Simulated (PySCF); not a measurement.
**Static response to an electric field**

Compound: C₄H₅FOS.
Cartesian coordinates in Å at the GFN2-xTB level; atoms count from 1:
```xyz
12
C4H5FOS angstrom
C      1.473   -0.842   -0.531
C      1.530    0.464   -0.342
F      2.700    1.119   -0.419
S      0.239    1.620    0.008
C     -1.258    0.595   -0.179
C     -1.416   -0.294    1.021
O     -1.506   -1.486    0.976
H      2.377   -1.380   -0.755
H      0.566   -1.406   -0.456
H     -2.076    1.316   -0.214
H     -1.208    0.032   -1.110
H     -1.420    0.262    1.976
```

Level: PBE0/def2-SVPD (PySCF), static field, nuclei fixed, core orbitals frozen in the response. The polarisability tensor in these axes (au):

```
x   75.86 -0.18 -6.67
y   -0.18 83.30  1.59
z   -6.67  1.59 57.73
```

Problem. What are the eigenvalues, a third of the trace, and Δα (Δα² = ½Σ(αi − αj)² over the three pairs)?

Solution. Principal values 55.46, 77.97 and 83.46 au; mean 72.29 au = 10.71 Å³ = 11.92 × 10⁻⁴⁰ C²·m²/J; Δα = 25.70 au (36 % of the mean).

Problem. What is the dipole moment, and where does it point?

Solution. (-1.60, 1.00, -0.48) D, 1.95 D in size, pointing from the negative to the positive side. Measured along this direction, the outermost atoms are H8 at the negative end and H10 at the positive end.

Problem. What molar refraction does this α imply?

Solution. Lorentz–Lorenz: R = (4π/3)N_A α = 2.5225 cm³/(mol·Å³) × 10.71 Å³ = 27.0 cm³/mol, in the limit of long wavelengths.

Problem. Orientational against electronic polarisability at 400 K (dilute gas, rigid molecules)?

Solution. In Gaussian units μ²/3kT = 22.90 Å³ against 10.71 Å³, a ratio of 2.14; the Debye molar polarisation (4π/3)N_A(α + μ²/3kT) is 84.8 cm³/mol, leaving out the vibrational part.

Problem. Give the eigenvalues of the traceless quadrupole moment Θ = ½Σq(3rr − r²1), origin at the centre of nuclear charge.

Solution. -14.36, 2.57, 11.79 D·Å. The values depend on the origin, since the dipole doesn't vanish. The electronic extent ⟨r²⟩ about the same centre is 979 bohr², a root-mean-square distance of 2.10 Å for the 62 electrons.

Problem. Along which axes do the principal values lie, and how far do the nuclei extend along each?

Solution. Largest value along (-0.10, 0.99, 0.09), where the nuclei span 3.26 Å; middle along (0.95, 0.12, -0.30), 4.72 Å; least along (0.31, -0.05, 0.95), 2.85 Å. The strongest response doesn't lie along the longest of the three spans.

The structure is a single GFN2-xTB conformer in the gas phase; no vibrational or solvent corrections.
